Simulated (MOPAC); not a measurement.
Job for MOPAC: PM3 on CH8Ge (a complex), monomers drawn apart or pushed together.

```
PM3 1SCF PRECISE CHARGE=0 THREADS=1
CH8Ge

C      0.10154463 1    -0.06870056 1    -0.20314418 1
H     -0.57459387 1    -0.84581333 1     0.15010535 1
H      0.16497005 1    -0.10926554 1    -1.28954688 1
H     -0.27483586 1     0.90662026 1     0.10205640 1
H      1.09077818 1    -0.22655384 1     0.22404995 1
Ge    -0.18276866 1     0.12364739 1     5.12433667 1
H      0.42870079 1     1.43351703 1     4.60723810 1
H     -0.27850426 1     0.17467933 1     6.65691587 1
H      0.70572800 1    -1.05686443 1     4.70741729 1
H     -1.58729095 1    -0.05653447 1     4.53116565 1
```

Program output:

```
*******************************************************************************
 **                                                                           **
 **                              MOPAC v23.2.5                                **
 **                                                                           **
 *******************************************************************************
 ** MOPAC's Digital Object Identifier: https://doi.org/10.5281/zenodo.6511958 **
 **                                                                           **
 ** Please cite the open-source release paper for use of this MOPAC version:  **
 ** J. E. Moussa and J. J. P. Stewart (2026)                                  **
 ** MOPAC: An open-source semiempirical molecular orbital program             **
 ** J. Open Source Softw., 11(119), 8025, https://doi.org/10.21105/joss.08025 **
 *******************************************************************************

                              PM3 CALCULATION RESULTS

 *******************************************************************************
 *  PM3        - The PM3 Hamiltonian to be used
 *
 *
 *
 *                 CHARGE ON SYSTEM = 0
 *
 *
 *
 *  PRECISE    - TIGHTER CRITERIA TO BE USED
 *  1SCF       - DO 1 SCF AND THEN STOP
 *  THREADS=1  - MULTI-THREADING NOT USED
 *  T=         - A TIME OF 172800.0 SECONDS REQUESTED
 *  DUMP=N     - RESTART FILE WRITTEN EVERY 7200.0 SECONDS REQUESTED
 *******************************************************************************
PM3 1SCF PRECISE CHARGE=0 THREADS=1
 CH8Ge

   ATOM   CHEMICAL          X               Y               Z
  NUMBER   SYMBOL      (ANGSTROMS)     (ANGSTROMS)     (ANGSTROMS)

     1       C          0.10154463  *  -0.06870056  *  -0.20314418  *
     2       H         -0.57459387  *  -0.84581333  *   0.15010535  *
     3       H          0.16497005  *  -0.10926554  *  -1.28954688  *
     4       H         -0.27483586  *   0.90662026  *   0.10205640  *
     5       H          1.09077818  *  -0.22655384  *   0.22404995  *
     6      Ge         -0.18276866  *   0.12364739  *   5.12433667  *
     7       H          0.42870079  *   1.43351703  *   4.60723810  *
     8       H         -0.27850426  *   0.17467933  *   6.65691587  *
     9       H          0.70572800  *  -1.05686443  *   4.70741729  *
    10       H         -1.58729095  *  -0.05653447  *   4.53116565  *



          CARTESIAN COORDINATES

    NO.       ATOM           X           Y           Z

     1         C          0.1015     -0.0687     -0.2031
     2         H         -0.5746     -0.8458      0.1501
     3         H          0.1650     -0.1093     -1.2895
     4         H         -0.2748      0.9066      0.1021
     5         H          1.0908     -0.2266      0.2240
     6        Ge         -0.1828      0.1236      5.1243
     7         H          0.4287      1.4335      4.6072
     8         H         -0.2785      0.1747      6.6569
     9         H          0.7057     -1.0569      4.7074
    10         H         -1.5873     -0.0565      4.5312

  H: (PM3): J. J. P. STEWART, J. COMP. CHEM. 10, 209 (1989).
  C: (PM3): J. J. P. STEWART, J. COMP. CHEM. 10, 209 (1989).
 Ge: (PM3): J. J. P. STEWART, J. COMP. CHEM. 12, 320-341 (1991).

           Empirical Formula: C H8 Ge  =    10 atoms



      MOLECULAR POINT GROUP   :   C3


      RHF CALCULATION, NO. OF DOUBLY OCCUPIED LEVELS = 8


 -------------------------------------------------------------------------------
 PM3 1SCF PRECISE CHARGE=0 THREADS=1
 CH8Ge



     1SCF WAS SPECIFIED, SO BFGS WAS NOT USED
     SCF FIELD WAS ACHIEVED


                              PM3 CALCULATION
                                                       MOPAC v23.2.5 Linux




          FINAL HEAT OF FORMATION =         19.72273 KCAL/MOL =      82.51990 KJ/MOL


          COSMO AREA              =        133.33 SQUARE ANGSTROMS
          COSMO VOLUME            =        111.03 CUBIC ANGSTROMS

          IONIZATION POTENTIAL    =         12.277873 EV
          HOMO LUMO ENERGIES (EV) =        -12.278  0.433
          NO. OF FILLED LEVELS    =          8
          MOLECULAR WEIGHT        =         92.6642         POINT GROUP:  C3

          MOLECULAR DIMENSIONS (Angstroms)

            Atom       Atom       Distance
            H     8    H     3     7.96389
            H    10    H     7     2.50798
            H     4    H     9     2.44276


          SCF CALCULATIONS        =          1





   ATOM   CHEMICAL          X               Y               Z
  NUMBER   SYMBOL      (ANGSTROMS)     (ANGSTROMS)     (ANGSTROMS)

     1       C          0.10154463  *  -0.06870056  *  -0.20314418  *
     2       H         -0.57459387  *  -0.84581333  *   0.15010535  *
     3       H          0.16497005  *  -0.10926554  *  -1.28954688  *
     4       H         -0.27483586  *   0.90662026  *   0.10205640  *
     5       H          1.09077818  *  -0.22655384  *   0.22404995  *
     6      Ge         -0.18276866  *   0.12364739  *   5.12433667  *
     7       H          0.42870079  *   1.43351703  *   4.60723810  *
     8       H         -0.27850426  *   0.17467933  *   6.65691587  *
     9       H          0.70572800  *  -1.05686443  *   4.70741729  *
    10       H         -1.58729095  *  -0.05653447  *   4.53116565  *

                             CARTESIAN COORDINATES

   1    C        0.101544630    -0.068700560    -0.203144180
   2    H       -0.574593870    -0.845813330     0.150105350
   3    H        0.164970050    -0.109265540    -1.289546880
   4    H       -0.274835860     0.906620260     0.102056400
   5    H        1.090778180    -0.226553840     0.224049950
   6   Ge       -0.182768660     0.123647390     5.124336670
   7    H        0.428700790     1.433517030     4.607238100
   8    H       -0.278504260     0.174679330     6.656915870
   9    H        0.705728000    -1.056864430     4.707417290
  10    H       -1.587290950    -0.056534470     4.531165650


           Empirical Formula: C H8 Ge  =    10 atoms



      MOLECULAR POINT GROUP   :   C3


                  EIGENVALUES
 -29.82248 -16.04374 -13.61271 -13.61153 -13.61028 -12.28506 -12.28450 -12.27787
   0.43273   0.43740   0.43770   3.66983   4.25632   4.60575   4.60959   4.61003


              NET ATOMIC CHARGES AND DIPOLE CONTRIBUTIONS

  ATOM NO.   TYPE          CHARGE      No. of ELECS.   s-Pop       p-Pop
    1          C          -0.111209        4.1112     1.11190     2.99931
    2          H           0.027991        0.9720     0.97201
    3          H           0.027182        0.9728     0.97282
    4          H           0.028016        0.9720     0.97198
    5          H           0.027994        0.9720     0.97201
    6         Ge           0.275987        3.7240     0.64731     3.07670
    7          H          -0.069103        1.0691     1.06910
    8          H          -0.068633        1.0686     1.06863
    9          H          -0.069118        1.0691     1.06912
   10          H          -0.069107        1.0691     1.06911
 DIPOLE           X         Y         Z       TOTAL
 POINT-CHG.    -0.000     0.000     0.007     0.007
 HYBRID         0.000    -0.000    -0.000     0.000
 SUM           -0.000     0.000     0.006     0.006


          ATOMIC ORBITAL ELECTRON POPULATIONS

     Atom    s        px        py        pz
    1  C   1.11190   1.00006   1.00004   0.99921
    2  H   0.97201
    3  H   0.97282
    4  H   0.97198
    5  H   0.97201
    6 Ge   0.64731   1.02537   1.02542   1.02591
    7  H   1.06910
    8  H   1.06863
    9  H   1.06912
   10  H   1.06911

 **********************
 *                    *
 * JOB ENDED NORMALLY *
 *                    *
 **********************




 == MOPAC DONE ==
```

The run finished.

Cost: roughly 0.03 core-seconds.
